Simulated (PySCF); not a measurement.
**Which functional comes closest?**

Molecule: `O=C(Cl)c1ccco1`, C5H3ClO2.

Structure with atom numbers: `[O:1]=[C:2]([Cl:3])[c:4]1[cH:5][cH:6][cH:7][o:8]1`; H(Xn) means a hydrogen on atom n.

Geometry PBE0-D3(BJ)/def2-SVP throughout; GIAO in PySCF, gas phase, one conformer, non-relativistic; equivalent atoms averaged; basis pcSseg-1.

Reference values (estimated from measurements, as parent shift plus tabulated substituent increments; solution, not stated per compound (mostly CDCl3 or CCl4); Pretsch, Buehlmann, Badertscher, Structure Determination of Organic Compounds, 4th ed. (2009)): δ(H(C5)) = 7.52 ppm, δ(H(C6)) = 6.70 ppm, δ(H(C7)) = 7.88 ppm. Computed shifts are taken against TMS, calculated as an isolated molecule at each level.

How do the functionals LDA, PBE, KT3, B3LYP, B97-2, LC-wPBE perform against the reference? Times are CPU seconds on 1 thread of an Intel Xeon Platinum 8488C, shared host; the GGAs took longer than the global hybrids here, which isn't the general rule, and the cause wasn't traced.

Answers


```tsv
functional	kind	H(C5)	H(C6)	H(C7)	mean abs. error H	core-s
LDA	LDA	7.42	6.76	7.43	0.20	22
PBE	GGA	7.34	6.66	7.42	0.23	28
KT3	GGA	7.24	6.55	7.43	0.29	27
B3LYP	global hybrid	7.46	6.66	7.47	0.17	19
B97-2	global hybrid	7.51	6.71	7.53	0.12	19
LC-wPBE	range-separated hybrid	7.70	6.81	7.59	0.19	33
```

For 1H the closest is B97-2 (0.12 ppm) and the furthest KT3 (0.29 ppm). One molecule is a small sample, and vibrational and solvent effects are absent from the calculation.
